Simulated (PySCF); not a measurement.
# Relaxation of sextet Ru(OH)₃

Computed with UPBE0/[Ru def2-TZVP with ECP28, O def2-TZVP, H def2-TZVP], scalar-relativistic core potentials, density fitting, no spin–orbit coupling, PySCF. A (50,194) grid was used.

A hand-made trigonal planar (heavy-atom frame) start, of C3h symmetry, held to at least that symmetry:

```xyz
7
charge 0 multiplicity 6, angstrom
Ru    0.0000    0.0000    0.0000
O     1.8800    0.0000    0.0000
O    -0.9400    1.6281    0.0000
O    -0.9400   -1.6281    0.0000
H     2.4971   -0.7354    0.0000
H    -0.6117    2.5302    0.0000
H    -1.8854   -1.7948    0.0000
```

Optimiser trace:
```tsv
step	E − E(last) (kJ/mol)	largest gradient (Eh/bohr)
0	19.04	0.03481
1	3.06	0.00642
2	1.81	0.00287
3	0.89	0.00354
4	0.30	0.00288
5	0.03	0.00083
6	0.00	0.00019
7	0.00	0.00002
```

It ends at C3h with O–H 0.962 Å (×3), Ru–O 1.951 Å (×3); H–O–Ru 120.5° (×3), O–Ru–O 120.0° (×3). A frequency run shows a minimum. Other isomers or separated fragments may lie lower.

Final geometry:
```xyz
7
charge 0 multiplicity 6, angstrom
Ru    0.0000    0.0000    0.0000
O     1.9503    0.0516    0.0000
O    -1.0198    1.6633    0.0000
O    -0.9305   -1.7148    0.0000
H     2.4601   -0.7638    0.0000
H    -0.5686    2.5124    0.0000
H    -1.8915   -1.7486    0.0000
```

With open d or f shells other occupations or spin states may lie lower. At this level a doublet minimum of Cs symmetry lies 117 kJ/mol below this structure.

The relaxation took 38 s on 4 threads of a shared Arm Neoverse V1 host, with 151 basis functions and 8 gradients; the process peaked at 1.2 GiB.
